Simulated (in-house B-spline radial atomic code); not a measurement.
## Pd3+: [Kr] 4d7

Method: Dirac-Kohn-Sham LDA exchange-only, spherical fractional occupations, Fermi nucleus of rms radius 4.5318 fm. Calculated with an all-electron radial atomic-structure program (B-spline basis).

Screening seen three ways: the hydrogenic charge with the same mean radius, Z_r = [3n² - l(l+1)]/(2<r>), the one with the same energy, Z_e = n√(-2ε), and Slater's rules. Values are occupation-weighted means over j. An effective charge above Z reflects the relativistic contraction of the inner shells.

```
shell  electrons   ε (eV)  <r> (bohr)    Z_r    Z_e  Slater
   1s          2   -24160     0.03188  47.05  42.14   45.70
   2s          2  -3561.3      0.1381  43.44  32.36   41.85
   2p          6  -3202.2      0.1205  41.49  30.68   41.85
   3s          2  -674.11      0.3798  35.55  21.12   34.75
   3p          6  -555.64      0.3789  32.99  19.17   34.75
   3d         10  -365.34       0.358  29.33  15.55   24.85
   4s          2  -124.27      0.9376  25.60  12.09   18.25
   4p          6   -89.86       1.024  22.46  10.28   18.25
   4d          7  -40.219       1.314  15.98   6.88    7.90
```

The least bound orbital is 4d5/2 at -39.99 eV, and it is also the most diffuse (<r> = 1.319 bohr).

Spin-orbit splittings of the orbital energies (j = l + 1/2 above j = l - 1/2 when positive): 2p 159.1 eV, 3p 27.74 eV, 3d 5.538 eV, 4p 4.65 eV, 4d 0.5762 eV.

For the 1s electron the small component carries 2.83 % of the norm, the zero-frequency Breit interaction raises the level by 51.7 eV, self-energy by 28.78 eV, and vacuum polarisation lowers it by 3.553 eV.
